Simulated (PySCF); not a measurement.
C2H8N2OSi, SMILES [Si@@H](N)(O)/N=C\C.

The structure is a stationary point at PBE0-D3(BJ)/def2-SVP. The structure was generated by enumeration; whether it is a known compound was not checked. Other conformers were not sampled.

Two levels are set side by side: PBE/def2-TZVP (PySCF) and HF/def2-TZVP (PySCF). Same geometry, gas phase. Differences are taken from unrounded values.

```csv
quantity,HF,PBE,PBE minus HF
orbital gap (eV),13.75,3.80,-9.95
highest occupied level (eV),-10.13,-5.34,4.79
lowest empty level (eV),3.62,-1.54,-5.16
dipole moment (D),1.89,1.59,-0.30
mean polarisability (bohr³),62.1,71.9,9.8
```

PBE's occupied levels lie high since its potential decays too fast outside the molecule; exact exchange lowers them and widens the gap. PBE's more diffuse valence density responds more strongly to a field. Differences between two approximate levels are no errors against the true value.

Rough cost on one machine, each run with all the roots and properties that it gave: HF against PBE about 1/3.
